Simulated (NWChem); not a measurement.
Everything below was run with NWChem. System: H3BO3, charge 0, spin multiplicity 3, at the geometry of a parent with another charge or spin, in a state set for the comparison that need not be this species' ground state. Its SCF solution wasn't tested for a lower state.

The NWChem input:

```
start mol
memory heap 200 mb stack 900 mb global 1100 mb
geometry units angstroms nocenter noautoz
  O      1.129820    -0.802029     0.000000
  B      0.005669    -0.033474     0.000000
  O      0.148747     1.336741     0.000000
  O     -1.192718    -0.694917     0.000000
  H      1.928155    -0.261242     0.000000
  H     -0.670336     1.842663     0.000000
  H     -1.972955    -0.132406     0.000000
  symmetry group Cs
end
basis spherical
  * library def2-svp
end
dft
  xc b3lyp
  odft
  mult 3
  semidirect memsize 60000000 filesize 0
  iterations 100
end
task dft energy
```

The output up to the point where the run's verdict is printed (cleaned and shortened):

```
             Northwest Computational Chemistry Package (NWChem) 7.3.0
             --------------------------------------------------------

                                NWChem Input Module
                                -------------------

 Scaling coordinates for geometry "geometry" by  1.889725989
 (inverse scale =  0.529177249)

 Turning off AUTOSYM since
 SYMMETRY directive was detected!

                             Geometry "geometry" -> ""
                             -------------------------

 Output coordinates in angstroms (scale by  1.889725989 to convert to a.u.)

  No.       Tag          Charge          X              Y              Z
 ---- ---------------- ---------- -------------- -------------- --------------
    1 O                    8.0000     1.12982000    -0.80202900     0.00000000
    2 B                    5.0000     0.00566900    -0.03347400     0.00000000
    3 O                    8.0000     0.14874700     1.33674100     0.00000000
    4 O                    8.0000    -1.19271800    -0.69491700     0.00000000
    5 H                    1.0000     1.92815500    -0.26124200     0.00000000
    6 H                    1.0000    -0.67033600     1.84266300     0.00000000
    7 H                    1.0000    -1.97295500    -0.13240600     0.00000000

 Effective nuclear repulsion energy (a.u.)     116.0233137528

            Nuclear Dipole moment (a.u.)
            ----------------------------
        X                 Y               Z
 ---------------- ---------------- ----------------
     0.0000018897     0.0000094486     0.0000000000

      Symmetry information
      --------------------

 Group name             Cs
 Group number              2
 Group order               2
 No. of unique centers     7

      Symmetry unique atoms

     1    2    3    4    5    6    7


 Summary of "ao basis" -> "" (spherical)
 ------------------------------------------------------------------------------
       Tag                 Description            Shells   Functions and Types
 ---------------- ------------------------------  ------  ---------------------
[...]
 d= 0,ls=0.0,diis    75   -252.0025215272 -3.76D-05  1.52D-03  4.69D-05    14.9
                                                     7.91D-04  3.35D-05
 d= 0,ls=0.0,diis    76   -252.0024906111  3.09D-05  1.99D-04  2.51D-05    15.1
                                                     1.03D-04  1.80D-05
 d= 0,ls=0.0,diis    77   -252.0024936620 -3.05D-06  1.04D-04  2.72D-05    15.3
                                                     5.40D-05  1.95D-05
 d= 0,ls=0.0,diis    78   -252.0024916135  2.05D-06  8.12D-04  2.70D-05    15.5
                                                     4.20D-04  1.94D-05
 d= 0,ls=0.0,diis    79   -252.0025043946 -1.28D-05  4.36D-04  4.11D-05    15.7
                                                     2.25D-04  2.96D-05
 d= 0,ls=0.0,diis    80   -252.0024981573  6.24D-06  5.26D-05  3.05D-05    15.8
                                                     2.62D-05  2.19D-05
 d= 0,ls=0.0,diis    81   -252.0024978803  2.77D-07  5.21D-04  2.85D-05    16.0
                                                     2.68D-04  2.05D-05
 d= 0,ls=0.0,diis    82   -252.0025046356 -6.76D-06  2.85D-03  4.26D-05    16.2
                                                     1.48D-03  3.07D-05
 d= 0,ls=0.0,diis    83   -252.0024638881  4.07D-05  1.72D-03  1.72D-05    16.4
                                                     8.98D-04  1.23D-05
 d= 0,ls=0.0,diis    84   -252.0024901583 -2.63D-05  4.37D-04  1.83D-05    16.6
                                                     2.24D-04  1.32D-05
 d= 0,ls=0.0,diis    85   -252.0024915386 -1.38D-06  6.09D-04  3.41D-05    16.8
                                                     3.18D-04  2.46D-05
 d= 0,ls=0.0,diis    86   -252.0024828598  8.68D-06  7.66D-04  2.74D-05    17.0
                                                     3.99D-04  1.99D-05
 d= 0,ls=0.0,diis    87   -252.0024956192 -1.28D-05  3.68D-04  3.27D-05    17.2
                                                     1.87D-04  2.35D-05
 d= 0,ls=0.0,diis    88   -252.0024915112  4.11D-06  8.43D-06  2.48D-05    17.4
                                                     4.75D-06  1.78D-05
 d= 0,ls=0.0,diis    89   -252.0024910682  4.43D-07  6.36D-04  2.54D-05    17.5
                                                     3.28D-04  1.82D-05
 d= 0,ls=0.0,diis    90   -252.0024998932 -8.83D-06  2.91D-04  3.71D-05    17.7
                                                     1.50D-04  2.65D-05
 d= 0,ls=0.0,diis    91   -252.0024944915  5.40D-06  1.35D-03  3.38D-05    17.9
                                                     6.86D-04  2.42D-05
 d= 0,ls=0.0,diis    92   -252.0025091869 -1.47D-05  2.26D-03  8.93D-05    18.1
                                                     1.15D-03  6.37D-05
 d= 0,ls=0.0,diis    93   -252.0024862936  2.29D-05  5.73D-03  1.40D-05    18.3
                                                     2.86D-03  1.00D-05
 d= 0,ls=0.0,diis    94   -252.0021496441  3.37D-04  2.23D-03  5.25D-04    18.5
                                                     1.07D-03  3.62D-04
 d= 0,ls=0.0,diis    95   -252.0023999026 -2.50D-04  3.84D-03  7.76D-05    18.7
                                                     1.97D-03  5.48D-05
 d= 0,ls=0.0,diis    96   -252.0024887866 -8.89D-05  5.07D-04  2.09D-05    18.8
                                                     2.62D-04  1.49D-05
 d= 0,ls=0.0,diis    97   -252.0024956703 -6.88D-06  1.44D-04  2.79D-05    19.0
                                                     7.30D-05  1.99D-05
 d= 0,ls=0.0,diis    98   -252.0024972935 -1.62D-06  6.43D-04  3.13D-05    19.2
                                                     3.32D-04  2.24D-05
 d= 0,ls=0.0,diis    99   -252.0024874030  9.89D-06  1.26D-03  2.42D-05    19.4
                                                     6.52D-04  1.72D-05
 d= 0,ls=0.0,diis   100   -252.0024686608  1.87D-05  1.04D-03  2.16D-05    19.6
                                                     5.39D-04  1.53D-05
```

The run did not converge; its last values are not results. The next line reads: Calculation failed to converge. NWChem stopped with the message: dft energy failed.
